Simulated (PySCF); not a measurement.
## PBE on Cr⁹⁺ (chromium, charge +9)

Configuration: [Ne] 3s2 3p3, high-spin 4S determinant. All numbers are calculated (PySCF 2.14, no relativity, point nucleus, in an uncontracted even-tempered set (17 s from 0.49 bohr⁻², ratio 2.5; 11 p from 0.64 bohr⁻², ratio 2.5; 5 d from 3.8 bohr⁻², ratio 2.7; 4 f from 5.7 bohr⁻², ratio 2.7)).

```
Total energy                                     : -1014.044 hartree
One-electron energy                              : -1274.258 hartree
Hartree (Coulomb) energy                         : 302.271 hartree
Exchange-correlation energy                      : -42.057 hartree
Kinetic energy                                   : 1013.47132 hartree
⟨S²⟩                                             : 3.7501
⟨L²⟩                                             : 0.000
Sum of ⟨r⟩                                       : 6.322 bohr
Sum of ⟨r²⟩                                      : 4.469 bohr²
Density at the nucleus (Gaussians lack the cusp) : 9240 bohr⁻³
Spin density at the nucleus                      : -0.687 bohr⁻³
```

```tsv
shell	electrons	mean orbital energy (eV)	rms radius, mean of both spins (bohr)
1s α	1	-6055.3	0.0743
1s β	1	-6053.5	0.0743
2s α	1	-874.20	0.320
2s β	1	-872.74	0.320
2p α	3	-776.68	0.287
2p β	3	-774.58	0.287
3s α	1	-258.34	0.862
3s β	1	-250.17	0.862
3p α	3	-229.08	0.870
```
